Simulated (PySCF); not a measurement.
ORD: `[CH3][GeH2]/[CH]=C1/[C@@H](F)[C@@H]1Cl`, C5H8ClFGe

Molfile (atoms numbered from 1):
```
C5H8ClFGe
     RDKit          3D

 16 16  0  0  0  0  0  0  0  0999 V2000
    2.6439    0.0659    0.7639 C   0  0  0  0  0  0  0  0  0  0  0  0
    1.3959   -0.9555   -0.3618 Ge  0  0  0  0  0  4  0  0  0  0  0  0
   -0.0817    0.2039   -0.9261 C   0  0  0  0  0  0  0  0  0  0  0  0
   -1.1968    0.2916   -0.2421 C   0  0  0  0  0  0  0  0  0  0  0  0
   -2.4970    0.9149    0.0414 C   0  0  1  0  0  0  0  0  0  0  0  0
   -3.5858    0.6096   -0.7242 F   0  0  0  0  0  0  0  0  0  0  0  0
   -1.9412   -0.1766    0.9291 C   0  0  2  0  0  0  0  0  0  0  0  0
   -1.3597    0.2441    2.5391 Cl  0  0  0  0  0  0  0  0  0  0  0  0
    3.0486    0.9136    0.2162 H   0  0  0  0  0  0  0  0  0  0  0  0
    3.4710   -0.5583    1.0902 H   0  0  0  0  0  0  0  0  0  0  0  0
    2.1287    0.4424    1.6438 H   0  0  0  0  0  0  0  0  0  0  0  0
    2.0760   -1.4732   -1.5987 H   0  0  0  0  0  0  0  0  0  0  0  0
    0.8271   -2.1284    0.3780 H   0  0  0  0  0  0  0  0  0  0  0  0
    0.0441    0.8237   -1.8057 H   0  0  0  0  0  0  0  0  0  0  0  0
   -2.5609    1.9383    0.3951 H   0  0  0  0  0  0  0  0  0  0  0  0
   -2.4200   -1.1472    0.9179 H   0  0  0  0  0  0  0  0  0  0  0  0
  1  2  1  0
  2  3  1  0
  3  4  2  0
  4  5  1  0
  5  6  1  0
  5  7  1  0
  7  8  1  0
  7  4  1  0
  1  9  1  0
  1 10  1  0
  1 11  1  0
  2 12  1  0
  2 13  1  0
  3 14  1  0
  5 15  1  1
  7 16  1  1
M  END
```

Method: TDDFT B3LYP/def2-SVPD circular dichroism and optical rotation, one conformer, gas phase (PySCF). Geometry: GFN2-xTB.

The molecule is flexible and this is one conformer; a measurement averages over conformers. The calculation is non-relativistic, which matters for the atoms heavier than Zn.

Stereocentres: C5 R, C7 R.

(1) What is the specific rotation at 633, 589.3, 546, 436, 405, 365, 355 nm?

(2) And for the mirror image at 589.3 nm?

(3) What is the molar rotation [Φ] = [α]·M/100 of the geometry above at 589.3 nm?

## Answers

(1) [α] in deg dm⁻¹ (g/mL)⁻¹:
```csv
λ (nm),origin-invariant length gauge,modified velocity gauge,length gauge (centre of mass),isotropic polarisability (au)
633,+117.3,+153.0,+117.8,109.7
589.3,+141.7,+183.9,+142.3,110.3
546,+174.8,+225.5,+175.5,111.0
436,+351.4,+442.3,+352.8,114.1
405,+459.0,+571.7,+460.7,115.5
365,+704.8,+862.8,+707.1,118.2
355,+801.5,+976.3,+804.2,119.1
```

(2) -141.7 deg dm⁻¹ (g/mL)⁻¹ (origin-invariant length gauge): the same size and the opposite sign.

(3) With M = 195.20 g/mol, +276.6 deg cm² dmol⁻¹ (origin-invariant length gauge).

The first excitation lies at 4.86 eV (255 nm) with R = +22.9 × 10⁻⁴⁰ esu² cm² (velocity form).
